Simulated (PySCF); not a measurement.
C₃H₅O₃ (SMILES [OH+]=C1OCCO1), charge +1, singlet, at a GFN2-xTB geometry. Base run: PySCF with DF-WB97X/def2-SV(P).

The PySCF input:
```python
from pyscf import gto, scf, dft

mol = gto.M(
    atom='''
O     1.95748784   -0.27218951    0.25694050
C     0.71157370   -0.09779135    0.09291878
O    -0.11883146   -1.01392262    0.41561781
C    -1.45568286   -0.56035097    0.12812415
C    -1.22471823    0.85306571   -0.44647811
O     0.21108993    0.98360706   -0.39619007
H     2.54572447    0.46266413   -0.00759398
H    -2.02566280   -0.57340310    1.06081133
H    -1.90571494   -1.26033741   -0.58070798
H    -1.53967103    0.96714092   -1.48661242
H    -1.65968183    1.65443568    0.15576821
''',
    basis='def2-sv(p)',
    charge=1,
    verbose=4,
)

mf = dft.RKS(mol)
mf.xc = 'wb97x'
mf = mf.density_fit(auxbasis='def2-universal-jkfit')
mf.kernel()
```

Variants of this job, named by their change:

```json
[
 {"change": "base", "ΔE vs base (µEh)": "0.0", "grid points": "133640", "electrons on the grid": "46.00000"},
 {"change": "grids.becke_scheme = stratmann", "ΔE vs base (µEh)": "0.8", "grid points": "133640", "electrons on the grid": "46.00000"},
 {"change": "grids.prune = off", "ΔE vs base (µEh)": "2.5", "grid points": "211400", "electrons on the grid": "46.00000"},
 {"change": "grids.level = 2", "ΔE vs base (µEh)": "4.1", "grid points": "94112", "electrons on the grid": "46.00000"},
 {"change": "grids.atom_grid = (99, 590)", "ΔE vs base (µEh)": "6.6", "grid points": "353496", "electrons on the grid": "46.00000"},
 {"change": "grids.level = 5", "ΔE vs base (µEh)": "6.4", "grid points": "375568", "electrons on the grid": "46.00000"},
 {"change": "grids.radi_method = mura_knowles", "ΔE vs base (µEh)": "-1.6", "grid points": "127376", "electrons on the grid": "46.00000"},
 {"change": "grids.atom_grid = (50, 194)", "ΔE vs base (µEh)": "11.8", "grid points": "72176", "electrons on the grid": "45.99995"},
 {"change": "grids.atom_grid = (30, 110)", "ΔE vs base (µEh)": "-922", "grid points": "27048", "electrons on the grid": "46.00037"},
 {"change": "grids.prune = dft.gen_grid.sg1_prune", "ΔE vs base (µEh)": "34.6", "grid points": "59704", "electrons on the grid": "46.00017"},
 {"change": "grids.atom_grid = (75, 302)", "ΔE vs base (µEh)": "0.4", "grid points": "158792", "electrons on the grid": "46.00000"}
]
```
